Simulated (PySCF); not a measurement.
Mo(25+) (molybdenum, charge +25) across methods

[Ne] 3s2 3p5, 2P determinant. Computed with PySCF 2.14 in an uncontracted even-tempered set (18 s from 2.9 bohr⁻², ratio 2.5; 12 p from 3.8 bohr⁻², ratio 2.5; 5 d from 19 bohr⁻², ratio 2.7; 4 f from 28 bohr⁻², ratio 2.7), with the spin-free X2C one-electron Hamiltonian (Gaussian nucleus).

| method | E (hartree) | mean ε 3s β (eV) | mean ε 3p α (eV) | mean ε 3p β (eV) | Σ⟨r²⟩ (bohr²) | ⟨S²⟩ |
| --- | --- | --- | --- | --- | --- | --- |
| M06-2X | -3638.66 | -1411.3 | -1321.6 | -1316.2 | 1.326 | 0.751 |
| PBE | -3638.04 | -1393.9 | -1306.2 | -1301.1 | 1.326 | 0.750 |
| UHF | -3637.40308 | -1429.9 | -1335.4 | -1329.0 | 1.328 | 0.751 |
| LDA | -3633.45 | -1392.7 | -1305.4 | -1300.3 | 1.327 | 0.750 |
| r2SCAN | -3638.31 | -1397.6 | -1308.9 | -1303.2 | 1.327 | 0.751 |
| M06-L | -3638.30 | -1398.0 | -1309.0 | -1302.7 | 1.325 | 0.751 |
| PBE0 | -3638.07 | -1403.4 | -1313.9 | -1308.5 | 1.326 | 0.750 |

Spin-orbit coupling, absent here, splits the open shell strongly.
